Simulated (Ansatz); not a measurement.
`[NH2][Cd][O][SiH3]` + HCl → `[SiH3][O][Cd][Cl]` + NH₃ at 400 K and 1 bar (ligand exchange at a Cd–N bond).

Calculated with Ansatz (gas phase, PBE0-D4/def2-TZVP geometries, no zero-point term in ΔE). CCSD(T)/CBS adds triple-zeta CCSD(T) − MP2 to the extrapolated MP2 energy (def2 sets, frozen cores). This one scheme is used for every species. Elements past krypton have def2 core potentials. For Cd outer-core shells are correlated without core-valence functions, which leaves a few kJ/mol of doubt a bond. One conformer a species, not always the lowest.

| species | CCSD(T)/CBS energy (Eh) | H − E (kJ/mol) | S (J/(mol·K)) |
| --- | --- | --- | --- |
| `[NH2][Cd][O][SiH3]` | -589.71637 | 175.0 | 413.0 |
| HCl | -460.38127 | 29.6 | 195.4 |
| `[SiH3][O][Cd][Cl]` | -993.63708 | 108.9 | 395.3 |
| NH₃ | -56.50880 | 104.2 | 203.1 |

H − E and S are ideal-gas, rigid-rotor, harmonic terms from PBE0-D4/def2-TZVP, for one conformer and one mirror image of each species. 1 Eh = 2625.50 kJ/mol, R = 8.31446 J/(mol·K).

Question: By hand: ΔE, ΔH, ΔS and ΔG.

Answer: ΔE = (-993.63708) + (-56.50880) − (-589.71637) − (-460.38127) = -0.04824 Eh = -126.7 kJ/mol. Δ(H − E) = 108.9 + 104.2 − 175.0 − 29.6 = 8.5, so ΔH = -118.2 kJ/mol. ΔS = 395.3 + 203.1 − 413.0 − 195.4 = -10.0 J/(mol·K). ΔG = -118.2 − 400 × (-10.0)/1000 = -114.2 kJ/mol.

Question: By hand: the equilibrium constant, and the temperature at which ΔG would vanish if ΔH and ΔS stayed fixed.

Answer: log₁₀ K = −ΔG/(RT ln 10) = 14.9. ΔG = 0 at ΔH/ΔS = 11820 K, far beyond where these terms or the molecules hold.

The number of gas molecules stays the same, so ΔS is small and ΔH decides. A doubt of 5 kJ/mol in ΔE shifts log₁₀ K by 0.7 here. Other conformers and mirror images would add mixing entropy, several J/(mol·K) or more a flexible species. Modes under 60 cm⁻¹, often nearly free rotors, make the harmonic entropy too high. These are equilibria of isolated gas molecules and say nothing of rates. Largest T1 diagnostic: 0.015 (customary marks: 0.02 for closed shells, 0.045 for open ones).
